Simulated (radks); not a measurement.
Kinetic energies: the exact non-interacting value of the Kohn-Sham orbitals and orbital-free approximations, as 100 (|E| - |E exact|)/|E exact|, negative where the magnitude is too small. Species: Ba+ [Xe] 6s1; Ti4+ [Ar]; Co4+ [Ar] 3d5. Method: non-relativistic Kohn-Sham, PBE, spin-polarised, spherical densities, point nucleus; computed with a radial shooting solver on a logarithmic mesh with Libxc functionals. Every spin shell is full or empty, so the densities are truly spherical. Functionals are evaluated on that one density, not self-consistently.

exact (hartree): Ba+ 7882.87; Ti4+ 845.042; Co4+ 1377.45
Thomas-Fermi: Ba+ -5.15; Ti4+ -6.86; Co4+ -6.48
von Weizsacker: Ba+ -59.95; Ti4+ -44.61; Co4+ -48.37
TF + vW/5: Ba+ +2.86; Ti4+ +4.22; Co4+ +3.85
APBEK: Ba+ +0.08; Ti4+ +0.13; Co4+ +0.10
revAPBEK: Ba+ +0.25; Ti4+ +0.43; Co4+ +0.36
Perdew 92: Ba+ -0.69; Ti4+ -0.70; Co4+ -0.73
Thakkar: Ba+ -0.64; Ti4+ -0.29; Co4+ -0.40
Pearson: Ba+ -0.92; Ti4+ -1.41; Co4+ -1.28
LKT: Ba+ +18.34; Ti4+ +27.12; Co4+ +24.86
